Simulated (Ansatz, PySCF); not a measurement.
Reaction 2 R1 + R2 → 2 P1 + P2, each structure at its B3LYP-D3(BJ)/def2-TZVP stationary point, reached from a drawn start (curvature not checked).
P1: H2 (SMILES [H][H]), charge 0, multiplicity 1.
R1: HF (SMILES F), charge 0, multiplicity 1.
R2: SiH4 (SMILES [SiH4]), charge 0, multiplicity 1.
P2, F2H2Si (SMILES F[SiH2]F) (charge 0, multiplicity 1):
```xyz
5

Si     0.02750    -0.01947     0.04608
F     -1.11756    -0.78354    -0.75285
F      0.27125     1.38291    -0.66607
H      1.26409    -0.80864    -0.04253
H     -0.44527     0.22875     1.41527
```

P less R. No zero-point or thermal terms.

Correlated levels freeze the cores.

Programs: Ansatz (Gaussian basis) for Hartree–Fock, density functionals and correlated methods; PySCF for the D3/D4 terms. All values are computed, each at the level named.

Give the reaction energy at the level CCSD(T)/cc-pV(Q+d)Z.

-58.4 kcal/mol

What is the computed reaction energy (BHLYP/def2-TZVPP)?

-57.9 kcal/mol

What is the computed reaction energy (PBE0-D3(BJ)/def2-TZVPP)?

-52.7 kcal/mol

Ansatz is a program for electronic structure.
